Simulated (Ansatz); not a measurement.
Geometry optimisation, UKS revPBE-D4/STO-3G (Ansatz 0.2.0).

The input (input.yaml):

```yaml
crystal:
  periodic: [false, false, false]
  atoms:
    - { symbol: Li, position_ang: [-0.09836, 0.68961, -2.02448] }
    - { symbol: C, position_ang: [0.12335, 1.36582, -0.22318] }
    - { symbol: C, position_ang: [-0.03254, -0.05721, 0.08482] }
    - { symbol: B, position_ang: [1.17615, -0.8494, 0.63263] }
    - { symbol: C, position_ang: [-1.21715, -0.69675, -0.117] }
    - { symbol: H, position_ang: [0.98999, 1.80386, 0.26059] }
    - { symbol: H, position_ang: [-0.77023, 1.94107, 0.03761] }
    - { symbol: H, position_ang: [2.26803, -0.45156, 0.46365] }
    - { symbol: H, position_ang: [1.01435, -1.84853, 1.2233] }
    - { symbol: H, position_ang: [-1.35836, -1.73148, 0.14433] }
    - { symbol: H, position_ang: [-2.09522, -0.16543, -0.48226] }
magnetization:
  spin_polarized: true
basis:
  gaussian: { orbitals: STO-3G }
hamiltonian:
  xc: revpbe
  dispersion: d4
relax:
  f_tol: 0.02
  max_steps: 40
```

Command:

```bash
$ ansatz run input.yaml --threads 1 --pin off --max-ram 2048MiB --backend cpu --events-out ev --progress --plain --runs-dir out
```

**Question.** Where does it end, and by what steps?

**Answer.** It converged. Limits of this set-up: minimal basis. After 13 steps the energy has fallen by 0.594 eV; Li1 moved furthest, 0.48 Å. Joined: Li1–C5.

| step | energy less start (eV) | largest force component (eV/Å) | accepted |
| --- | --- | --- | --- |
| 0 | 0.0000 | 1.584 | yes |
| 1 | -0.3778 | 1.022 | yes |
| 2 | -0.5167 | 0.618 | yes |
| 3 | -0.5303 | 0.569 | yes |
| 4 | -0.5415 | 0.610 | yes |
| 5 | -0.5781 | 0.195 | yes |
| 6 | -0.5674 | 0.297 | no |
| 7 | -0.5851 | 0.219 | yes |
| 8 | -0.5871 | 0.157 | yes |
| 9 | -0.5909 | 0.119 | yes |
| 10 | -0.5892 | 0.100 | no |
| 11 | -0.5926 | 0.047 | yes |
| 12 | -0.5935 | 0.058 | yes |
| 13 | -0.5938 | 0.014 | yes |

```xyz
11
Properties=species:S:1:pos:R:3
Li -0.386 0.356 -1.841
C 0.183 1.397 -0.166
C 0.007 -0.011 0.108
B 1.210 -0.846 0.651
C -1.213 -0.683 -0.276
H 1.101 1.891 0.184
H -0.720 2.047 -0.153
H 2.232 -0.312 0.917
H 1.085 -2.005 0.856
H -1.340 -1.742 -0.007
H -2.157 -0.093 -0.272
```

Time of the run: 52 s on 1 thread of Intel(R) Xeon(R) Platinum 8259CL CPU @ 2.50GHz (Skylake/Cascade Lake), on a shared host, peak memory 0.16 GiB.
